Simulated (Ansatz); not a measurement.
Consider the atomization: `C[S][Al]([CH3])[Cl]` → Al• + 2 C• + Cl• + 6 H• + S•.

Program: Ansatz. Geometries: PBE0-D4/def2-TZVP. ΔE: electronic, gas phase. CCSD(T)/CBS adds triple-zeta CCSD(T) − MP2 to the extrapolated MP2 energy (def2 sets, frozen cores). This one scheme is used for every species, atoms too. Functionals use def2-TZVPP. Open shells (•) are unrestricted, without spin–orbit coupling. Spin–orbit coupling would lower the free atoms: a little for Al, C, Cl, S. Each species was taken in one conformer, which may not be the lowest.

**Question.** What is ΔE at CCSD(T)/CBS? (Estimate.)

**Answer.** The calculation gave: +3946.1 kJ/mol.

**Question.** What do these levels give: BLYP-D4, r2SCAN-D4, B97M-V, PBE0-D4, CAM-B3LYP-D4, PBE-QIDH, PBE, BLYP, HF/def2-SVP, HF/def2-TZVPP, CCSD/def2-TZVPP, HF/CBS(def2)? (Estimate.)

**Answer.** The calculation gave: BLYP-D4 3895.5, r2SCAN-D4 3967.1, B97M-V 3978.2, PBE0-D4 3951.6, CAM-B3LYP-D4 3934.1, PBE-QIDH 3933.0, PBE 3963.3, BLYP 3841.2, HF/def2-SVP 2998.9, HF/def2-TZVPP 2981.4, CCSD/def2-TZVPP 3789.1, HF/CBS(def2) 2985.3 kJ/mol.

Largest T1 diagnostic among the species: 0.018.

Leaving LDA and LC-ωPBE aside and taking each functional with its dispersion term where it has one, the values, not all of them listed here, spread over 138.9 kJ/mol, from BHLYP-D4 to PBE-D4. LDA lies +468.8 kJ/mol from PBE without D4, its usual overbinding. In def2-TZVPP, CCSD(T) changes the Hartree–Fock value by +862.0 kJ/mol (the triples alone add +54.2 kJ/mol) and MP2 by +917.9 kJ/mol; breaking electron pairs costs correlation energy, which Hartree–Fock lacks. The D4 term adds +41.3 kJ/mol with B3LYP and +22.0 kJ/mol with PBE0; it sums over pairs of atoms, weighted by their polarisabilities, and B3LYP, whose exchange is more repulsive, gets the larger term.

B3LYP here is the variant with VWN-RPA as its local correlation; programs differ in this.

For atomizations the MP2-based limit and the directly extrapolated one differ by several kJ/mol either way, and by 10 to 25 for some Ge, Se and Sn compounds, so smaller differences from it don't rank the levels.
